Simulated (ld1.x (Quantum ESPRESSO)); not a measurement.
Scattering properties, TM potential for Sn (Z = 50)

ld1.x (Quantum ESPRESSO) 7.5 input, shortened:

```
&input
   title='Sn', zed=50., rel=2, dft='PBE', iswitch=3,
   config='[Kr] 4d10 5s2 5p1.75 5d-2', rel_dist='average'
 /
 &inputp
   pseudotype=2, tm=.true., lloc=-1, rcloc=2.18,
   nlcc=.false.
 /
3
5S  1  0   2.00   0.00  2.52  2.52  0.0
5P  2  1   1.75   0.00  3.22  3.22  0.0
5D  3  2  -2.00  -0.05  3.16  3.16  0.0
 &test
   configts(1)='5s2 5p1.75'
 /
```

Open shells are filled in proportion to 2j + 1 (rel_dist='average').

The phase is arctan(r·u′/u) with u = r·R(r), unwrapped; energies in Ry, scanned from -3 to 5 Ry. A pole is an energy at which the radial function vanishes at the test radius. The pseudo phase is shifted by a multiple of π to meet the all-electron one at the reference energy, and phase errors are pseudo minus all-electron; the curves can meet again beyond the range given. Levels narrower than the energy grid can be missing from the lists of poles.

Problem. For each channel, where are the poles, and over which energies does the pseudopotential scatter like the atom?

Solution.

```
channel  radius (bohr)  reference energy (Ry)  poles, all-electron      poles, pseudo  unbroken range about the reference energy with phases within 0.05 rad  phase error 1 Ry above the reference energy (rad)
      s           3.51                  -0.90          -0.60, 3.43  -0.60, 1.23, 3.94                                                              below 0.3                                             -0.019
   p1/2           3.51                  -0.41           0.16, 4.28         0.15, 2.91                                                              below 1.1                                             -0.012
   p3/2           3.51                  -0.37           0.26, 4.46         0.24, 2.86                                                              below 1.1                                             -0.013
   d3/2           3.51                  -0.05          -2.06, 1.63         1.37, 4.05                                                            -2.0 to 1.1                                             -0.046
   d5/2           3.51                  -0.05          -1.99, 1.66         1.36, 4.02                                                            -1.9 to 0.4                                             -0.054
```

Phases in the p1/2 channel:

```
E (Ry)  all-electron  pseudo
 -3.00         1.389   1.389
 -2.76         1.379   1.379
 -2.52         1.367   1.367
 -2.28         1.353   1.353
 -2.04         1.335   1.335
 -1.80         1.311   1.311
 -1.56         1.278   1.278
 -1.32         1.228   1.227
 -1.08         1.140   1.139
 -0.84         0.943   0.941
 -0.60         0.242   0.240
 -0.36        -1.028  -1.029
 -0.12        -1.413  -1.415
  0.12        -1.555  -1.559
  0.36        -1.637  -1.644
  0.60        -1.700  -1.713
  0.84        -1.763  -1.787
  1.08        -1.838  -1.891
  1.32        -1.948  -2.089
  1.56        -2.150  -2.664
  1.80        -2.627  -3.853
  2.04        -3.552  -4.347
  2.28        -4.134  -4.524
  2.52        -4.369  -4.617
  2.76        -4.485  -4.679
  3.00        -4.554  -4.730
  3.24        -4.601  -4.781
  3.48        -4.636  -4.842
  3.72        -4.663  -4.935
  3.96        -4.686  -5.138
  4.20        -4.706  -5.915
  4.44        -4.724  -7.210
  4.68        -4.742  -7.544
  4.92        -4.760  -7.662
```
